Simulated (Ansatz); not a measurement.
Geometry optimisation, RKS PBE0-D4/STO-3G (Ansatz 0.2.0).

Input:

```yaml
crystal:
  periodic: [false, false, false]
  atoms:
    - { symbol: Si, position_ang: [-0.9904, -0.2452, 1.5773] }
    - { symbol: Si, position_ang: [0.5818, 0.8488, 0.4519] }
    - { symbol: B, position_ang: [0.6199, 0.1719, -1.3744] }
    - { symbol: C, position_ang: [0.5816, -0.8825, -2.3423] }
    - { symbol: "N", position_ang: [0.9853, 0.303, -2.7763] }
    - { symbol: H, position_ang: [-1.0965, 0.3233, 2.9428] }
    - { symbol: H, position_ang: [-2.2978, 0.046, 0.8993] }
    - { symbol: H, position_ang: [-0.7221, -1.6269, 1.5753] }
    - { symbol: H, position_ang: [1.8779, 0.6236, 1.1594] }
    - { symbol: H, position_ang: [0.3106, 2.2966, 0.4492] }
    - { symbol: H, position_ang: [0.2151, -1.9155, -2.5416] }
basis:
  gaussian: { orbitals: STO-3G }
hamiltonian:
  xc: pbe0
  dispersion: d4
relax:
  f_tol: 0.015
  max_steps: 40
output:
  orbitals: {}
```

Command:

```bash
$ ansatz run input.yaml --threads 1 --pin off --max-ram 2048MiB --backend cpu --events-out ev --progress --plain --runs-dir out
```

Task: Where does it end, and by what steps?

Result: The run converged. The force dipped under the threshold on the way, but the program's further checks kept it going. Limits of this set-up: minimal basis. After 19 steps the energy has fallen by 0.586 eV; H11 moved furthest, 1.12 Å.

```json
{"step": "0", "energy less start (eV)": "0.0000", "largest force component (eV/Å)": "2.777", "accepted": "yes"}
{"step": "1", "energy less start (eV)": "-0.4011", "largest force component (eV/Å)": "1.405", "accepted": "yes"}
{"step": "2", "energy less start (eV)": "-0.5130", "largest force component (eV/Å)": "0.751", "accepted": "yes"}
{"step": "3", "energy less start (eV)": "-0.5519", "largest force component (eV/Å)": "1.127", "accepted": "yes"}
{"step": "4", "energy less start (eV)": "-0.5670", "largest force component (eV/Å)": "0.353", "accepted": "yes"}
{"step": "5", "energy less start (eV)": "-0.5752", "largest force component (eV/Å)": "0.153", "accepted": "yes"}
{"step": "6", "energy less start (eV)": "-0.5788", "largest force component (eV/Å)": "0.213", "accepted": "yes"}
{"step": "7", "energy less start (eV)": "-0.5831", "largest force component (eV/Å)": "0.063", "accepted": "yes"}
{"step": "8", "energy less start (eV)": "-0.5847", "largest force component (eV/Å)": "0.041", "accepted": "yes"}
{"step": "9", "energy less start (eV)": "-0.5449", "largest force component (eV/Å)": "1.409", "accepted": "no"}
{"step": "10", "energy less start (eV)": "-0.5855", "largest force component (eV/Å)": "0.017", "accepted": "yes"}
{"step": "11", "energy less start (eV)": "-0.5853", "largest force component (eV/Å)": "0.150", "accepted": "no"}
{"step": "12", "energy less start (eV)": "-0.5851", "largest force component (eV/Å)": "0.138", "accepted": "no"}
{"step": "13", "energy less start (eV)": "-0.5855", "largest force component (eV/Å)": "0.010", "accepted": "yes"}
{"step": "14", "energy less start (eV)": "-0.5857", "largest force component (eV/Å)": "0.039", "accepted": "yes"}
{"step": "15", "energy less start (eV)": "-0.5858", "largest force component (eV/Å)": "0.044", "accepted": "yes"}
{"step": "16", "energy less start (eV)": "-0.5858", "largest force component (eV/Å)": "0.070", "accepted": "yes"}
{"step": "17", "energy less start (eV)": "-0.5859", "largest force component (eV/Å)": "0.054", "accepted": "yes"}
{"step": "18", "energy less start (eV)": "-0.5860", "largest force component (eV/Å)": "0.017", "accepted": "yes"}
{"step": "19", "energy less start (eV)": "-0.5860", "largest force component (eV/Å)": "0.014", "accepted": "yes"}
```

```xyz
11
Properties=species:S:1:pos:R:3
Si -1.092 -0.088 1.673
Si 0.614 0.728 0.461
B 0.566 0.019 -1.328
C 0.827 -0.886 -2.420
N 0.003 0.162 -2.695
H -1.070 0.442 3.015
H -2.361 0.255 1.077
H -1.018 -1.526 1.761
H 1.866 0.382 1.095
H 0.536 2.170 0.423
H 1.194 -1.715 -3.041
```

Run time: 56 s on 1 thread of Arm Neoverse V1 (shared host), peak memory 0.15 GiB.
